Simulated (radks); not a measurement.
Initial-state core-level shifts of neutral antimony when its valence configuration changes from [Kr] 4d10 5s2 5p3. All-electron calculation, scalar-relativistic Kohn-Sham, PBE, spin-unpolarised, spherical densities, finite nucleus; Fermi nuclear charge, rms radius 4.6802 fm. Program: a radial shooting solver on a logarithmic mesh with Libxc functionals. Shifts are changes of the shell-averaged eigenvalues in eV (positive: less bound); the change of the density at the nucleus, which sets a Mossbauer isomer shift, is in e/bohr^3, on a base of 2.151e+05.

| valence | 1s | 2s | 2p | 3p | density at nucleus |
|---|---|---|---|---|---|
| 4d9 5s2 5p4 | -8.227 | -8.694 | -8.670 | -8.332 | +21.63 |
| 4d10 5s1 5p4 | -1.483 | -1.455 | -1.451 | -1.473 | -46.88 |
| 4d10 5p5 | -2.893 | -2.838 | -2.831 | -2.876 | -96.73 |
| 4d8 5s2 5p5 | -16.692 | -17.688 | -17.637 | -16.877 | +44.22 |
| 4d9.5 5s2 5p3.5 | -4.084 | -4.310 | -4.298 | -4.139 | +10.70 |
| 4d10 5s1.5 5p3.5 | -0.752 | -0.737 | -0.736 | -0.746 | -23.05 |
| 4d9.5 5s1.5 5p4 | -4.809 | -5.022 | -5.008 | -4.860 | -13.96 |
